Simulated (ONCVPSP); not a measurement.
## Configuration tests for Se (ONCV)

ONCVPSP 4.0.1 input, shortened (lines: element, Z, core and valence counts, functional; n l f; lmax; l rc ep ncon nbas qcut; lloc lpopt rc5 dvloc0; l nproj debl; icmod fcfact rcfact), PBE, non-relativistic:

```
  Se 34.00    6    2        4      upf
    1    0    2.00
    2    0    2.00
    2    1    6.00
    3    0    2.00
    3    1    6.00
    3    2   10.00
    4    0    2.00
    4    1    4.00
    1
    0    1.45    0.00    4    8    3.80
    1    1.95    0.00    4    9    3.50
    4    5    1.25   -1.00
    0    2    1.10
    1    2    2.70
    1    0.75    0.00
```

Energies are relative to the spin-unpolarised reference configuration 4s2 4p4; without spin polarisation the order of configurations can differ from experiment.

```json
{"valence configuration": "4s2 4p3", "charge": "+1", "ΔE all-electron (eV)": "10.875", "error AE − PS (meV)": "-2.7"}
{"valence configuration": "4s2 4p1", "charge": "+3", "ΔE all-electron (eV)": "62.058", "error AE − PS (meV)": "-86"}
{"valence configuration": "4s1 4p5", "charge": "0", "ΔE all-electron (eV)": "10.264", "error AE − PS (meV)": "+2.9"}
```

Q: What are ΔE and the potential's error for 4s2 4p2?

A: ΔE = 31.226 eV all-electron; the error (AE − PS) is -22 meV.

Levels in the configuration 4s2 4p1:

```
level  all-electron (eV)  pseudo (eV)
   4s            -48.504      -48.617
   4p            -36.349      -36.451
```

Note: no bound ghost flagged; GHOST(+) flagged for s at 55.7 eV.
